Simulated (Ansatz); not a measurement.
CH7BOSSi (`[SiH3]BOCS`), relaxed with RKS PBE-D4/def2-SVP in the Gaussian-basis code of Ansatz from a rough embedded geometry. The force threshold is 0.03 eV/Å; the program also tests the step.

Total charge 0; spin multiplicity 1.

Start:

```xyz
12

Si   -1.431    1.317    0.748
B    -0.357   -0.216    1.062
O     0.959   -0.354    0.418
C     0.868   -1.152   -0.737
S     2.451   -1.299   -1.545
H    -0.642    2.570    1.119
H    -1.696    1.430   -0.712
H    -2.636    1.273    1.478
H    -0.739   -1.014    1.855
H     0.423   -2.110   -0.549
H     0.165   -0.538   -1.467
H     2.636    0.096   -1.671
```

(1) By how much does the energy fall, and how many steps does the optimiser take? (An estimate is asked.)

(2) Which bonds change most? (Best estimate.)

(3) Give the relaxed structure. (Best estimate.)

Answers

(1) Computed: 1.49 eV, in 32 steps, 3 of them rejected.

(2) Computed: Si1–B2 from 1.898 to 2.031 Å; B2–O3 from 1.472 to 1.358 Å; Si1–H8 from 1.410 to 1.511 Å; C4–H11 from 1.185 to 1.107 Å.

(3) Computed: 
```xyz
12

Si   -1.540    1.621    0.954
B    -0.391   -0.026    0.646
O     0.039   -0.303   -0.611
C     0.883   -1.418   -0.885
S     2.657   -0.999   -0.882
H    -0.864    2.546    1.939
H    -1.823    2.402   -0.304
H    -2.861    1.225    1.572
H    -0.085   -0.783    1.563
H     0.773   -2.205   -0.108
H     0.588   -1.825   -1.872
H     2.623   -0.235   -2.010
```
